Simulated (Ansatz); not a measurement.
Steps of a relaxation of C$_{3}$H$_{9}$AlS (`C[C](C)([AlH2])S`) with RKS PBE0-D4/def2-TZVP.

```sh
$ ansatz run in.yaml --threads 4 --pin off --events-out ev --progress --plain --max-ram 10444MiB
```

```yaml
crystal:
  periodic: [false, false, false]
  atoms:
    - {symbol: C, position_ang: [-1.356414, 0.287373, -0.418130]}
    - {symbol: C, position_ang: [0.132608, 0.202593, -0.046745]}
    - {symbol: C, position_ang: [0.741057, -1.121667, -0.535238]}
    - {symbol: Al, position_ang: [0.338105, 0.339903, 1.943541]}
    - {symbol: S, position_ang: [1.064979, 1.645389, -0.708301]}
    - {symbol: H, position_ang: [-1.815439, 1.249861, -0.111035]}
    - {symbol: H, position_ang: [-1.491164, 0.201287, -1.522027]}
    - {symbol: H, position_ang: [-1.937543, -0.542098, 0.043090]}
    - {symbol: H, position_ang: [1.825670, -1.196199, -0.313039]}
    - {symbol: H, position_ang: [0.629602, -1.221647, -1.640597]}
    - {symbol: H, position_ang: [0.227735, -1.996500, -0.077955]}
    - {symbol: H, position_ang: [-0.348878, -0.821308, 2.811966]}
    - {symbol: H, position_ang: [1.139137, 1.533658, 2.644805]}
    - {symbol: H, position_ang: [0.837545, 1.410056, -2.041436]}
basis:
  gaussian: {orbitals: def2-TZVP}
hamiltonian: {xc: pbe0, dispersion: d4}
relax: {f_tol: 0.005, max_steps: 150}
```

Positions (Å) and forces (eV/Å) along the path, 6 of 6 steps:

```xyz
14
step=1 energy=-20680.6232 eV
C    -1.356    0.287   -0.418   -0.227    0.001   -0.156
C     0.133    0.203   -0.047    0.107    0.154    0.012
C     0.741   -1.122   -0.535    0.077   -0.193   -0.174
Al    0.338    0.340    1.944   -0.021   -0.034   -0.049
S     1.065    1.645   -0.708   -0.391   -0.550   -0.371
H    -1.815    1.250   -0.111    0.248   -0.477   -0.136
H    -1.491    0.201   -1.522    0.081    0.045    0.527
H    -1.938   -0.542    0.043    0.306    0.397   -0.194
H     1.826   -1.196   -0.313   -0.542    0.052   -0.091
H     0.630   -1.222   -1.641    0.046    0.065    0.531
H     0.228   -1.996   -0.078    0.238    0.439   -0.190
H    -0.349   -0.821    2.812    0.081    0.142   -0.118
H     1.139    1.534    2.645   -0.100   -0.145   -0.103
H     0.838    1.410   -2.041    0.098    0.104    0.511
14
step=2 energy=-20680.6707 eV
C    -1.344    0.285   -0.417   -0.108   -0.002    0.002
C     0.134    0.204   -0.037    0.103    0.160   -0.155
C     0.734   -1.111   -0.534    0.040   -0.096   -0.009
Al    0.334    0.334    1.941   -0.006    0.001   -0.078
S     1.054    1.630   -0.712   -0.147   -0.213   -0.078
H    -1.798    1.237   -0.116    0.059   -0.135   -0.042
H    -1.471    0.196   -1.510    0.037    0.012    0.165
H    -1.916   -0.535    0.043    0.073    0.113   -0.063
H     1.807   -1.185   -0.318   -0.150    0.005   -0.030
H     0.616   -1.205   -1.627    0.008    0.030    0.167
H     0.227   -1.974   -0.077    0.072    0.112   -0.063
H    -0.350   -0.819    2.797    0.010    0.017   -0.019
H     1.129    1.522    2.629   -0.014   -0.022   -0.005
H     0.829    1.394   -2.032    0.025    0.020    0.208
14
step=3 energy=-20680.6764 eV
C    -1.342    0.284   -0.414    0.018   -0.009   -0.004
C     0.136    0.207   -0.046    0.069    0.093    0.057
C     0.734   -1.110   -0.532   -0.016    0.014   -0.001
Al    0.334    0.336    1.925   -0.006   -0.010   -0.003
S     1.053    1.628   -0.708   -0.066   -0.099    0.005
H    -1.796    1.231   -0.112   -0.008    0.024    0.007
H    -1.471    0.196   -1.500   -0.013   -0.002   -0.037
H    -1.908   -0.533    0.046   -0.006   -0.016    0.010
H     1.802   -1.186   -0.315    0.026    0.002    0.004
H     0.617   -1.205   -1.618   -0.001   -0.010   -0.038
H     0.227   -1.967   -0.075   -0.011   -0.012    0.010
H    -0.352   -0.818    2.774   -0.008   -0.012    0.008
H     1.126    1.518    2.620    0.007    0.011    0.010
H     0.828    1.389   -2.017    0.015    0.025   -0.028
14
step=4 energy=-20680.6771 eV
C    -1.341    0.285   -0.414   -0.012   -0.009    0.009
C     0.138    0.209   -0.044    0.027    0.039   -0.023
C     0.734   -1.108   -0.531   -0.004   -0.015    0.008
Al    0.333    0.335    1.928    0.001    0.001    0.004
S     1.050    1.624   -0.713    0.001   -0.001    0.025
H    -1.795    1.232   -0.113   -0.003    0.009    0.002
H    -1.469    0.195   -1.500   -0.001   -0.001   -0.009
H    -1.906   -0.533    0.048   -0.007   -0.007    0.004
H     1.802   -1.184   -0.317    0.010    0.000    0.001
H     0.614   -1.204   -1.619   -0.002    0.000   -0.009
H     0.227   -1.965   -0.073   -0.003   -0.009    0.003
H    -0.354   -0.820    2.776   -0.002   -0.002   -0.005
H     1.124    1.517    2.626    0.000    0.000    0.004
H     0.829    1.389   -2.025   -0.005   -0.006   -0.014
14
step=5 energy=-20680.6773 eV
C    -1.341    0.285   -0.413   -0.010   -0.002    0.003
C     0.139    0.211   -0.045    0.009    0.012   -0.010
C     0.734   -1.108   -0.531    0.002   -0.009    0.002
Al    0.334    0.335    1.927   -0.002   -0.001    0.001
S     1.051    1.625   -0.715    0.001    0.001    0.005
H    -1.795    1.232   -0.113    0.000    0.000   -0.001
H    -1.471    0.193   -1.499    0.001   -0.001    0.002
H    -1.905   -0.532    0.051    0.000    0.000    0.000
H     1.803   -1.184   -0.318    0.000    0.000   -0.001
H     0.613   -1.206   -1.618   -0.001    0.001    0.002
H     0.228   -1.964   -0.070    0.000    0.000    0.000
H    -0.356   -0.822    2.770    0.000    0.001   -0.003
H     1.124    1.516    2.629   -0.001   -0.002    0.002
H     0.829    1.390   -2.027   -0.002   -0.002   -0.003
14
step=6 energy=-20680.6773 eV
C    -1.340    0.286   -0.412   -0.001    0.002   -0.002
C     0.141    0.213   -0.047   -0.002   -0.004    0.003
C     0.735   -1.108   -0.530    0.002    0.001   -0.002
Al    0.333    0.335    1.926    0.000   -0.002    0.001
S     1.051    1.626   -0.719    0.002    0.003   -0.004
H    -1.794    1.234   -0.114    0.001   -0.001    0.000
H    -1.472    0.191   -1.498    0.000    0.000    0.002
H    -1.903   -0.530    0.055    0.001    0.001    0.000
H     1.804   -1.183   -0.319   -0.002    0.001    0.000
H     0.612   -1.208   -1.617    0.000    0.000    0.002
H     0.230   -1.962   -0.066    0.000    0.001    0.000
H    -0.359   -0.824    2.763   -0.001    0.000   -0.002
H     1.122    1.513    2.635   -0.001    0.000   -0.001
H     0.828    1.390   -2.030   -0.001   -0.001    0.002
```

Run time 35 s (4 threads of an Arm Neoverse V1 on a shared host); peak host memory 0.68 GiB.
